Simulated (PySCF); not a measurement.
Be(tBu)(OMe), SMILES C[O][Be][C](C)(C)C, GFN2-xTB optimised geometry.

```
19

Be    -0.14    -0.07     0.00
C      1.62    -0.07     0.00
C      2.18     1.33    -0.31
C      2.21    -0.50     1.35
C      2.19    -1.02    -1.06
H      3.27     1.30    -0.31
H      1.86     2.05     0.44
H      1.85     1.68    -1.28
H      1.90     0.16     2.15
H      1.90    -1.51     1.61
H      3.30    -0.49     1.31
H      1.88    -2.05    -0.88
H      1.85    -0.75    -2.06
H      3.28    -1.00    -1.05
O     -1.50    -0.06    -0.02
C     -2.88    -0.05    -0.05
H     -3.24    -0.50    -0.98
H     -3.28    -0.61     0.80
H     -3.25     0.98     0.00
```

Density from CAM-B3LYP/def2-SVP (PySCF) at that geometry.

Minimum of the electron density along straight lines between bonded atoms, close to the bond critical point (lines longer than 1.1 times the sum of covalent radii, or with two minima, are not listed):

| bond | length / Å | ρ at the minimum / e bohr⁻³ | ∇²ρ there / e bohr⁻⁵ | position (fraction from the first atom) |
|---|---|---|---|---|
| Be1–C2 | 1.755 | (withheld) | (withheld) | 0.33 |
| C2–C3 | 1.537 | 0.239 | -0.53 | 0.49 |
| C2–C4 | 1.537 | 0.239 | -0.53 | 0.49 |
| C2–C5 | 1.537 | 0.239 | -0.53 | 0.49 |
| C3–H6 | 1.093 | 0.273 | -0.99 | 0.62 |
| C3–H7 | 1.088 | 0.276 | -1.01 | 0.62 |
| C3–H8 | 1.088 | 0.276 | -1.01 | 0.62 |
| C4–H9 | 1.088 | 0.276 | -1.01 | 0.62 |
| C4–H10 | 1.088 | 0.276 | -1.01 | 0.62 |
| C4–H11 | 1.093 | 0.273 | -0.99 | 0.62 |
| C5–H12 | 1.088 | 0.276 | -1.01 | 0.62 |
| C5–H13 | 1.088 | 0.276 | -1.01 | 0.62 |
| C5–H14 | 1.093 | 0.273 | -0.99 | 0.62 |
| Be1–O15 | 1.366 | 0.135 | 1.44 | 0.36 |
| O15–C16 | 1.376 | 0.263 | (withheld) | 0.67 |
| C16–H17 | 1.095 | 0.281 | -1.08 | 0.64 |
| C16–H18 | 1.095 | 0.281 | -1.08 | 0.64 |
| C16–H19 | 1.095 | 0.281 | -1.08 | 0.64 |

Task: Fill in the missing entries.

Result: 
- Be1–C2, ρ at the minimum / e bohr⁻³: 0.096
- Be1–C2, ∇²ρ there / e bohr⁻⁵: 0.19
- O15–C16, ∇²ρ there / e bohr⁻⁵: -0.13
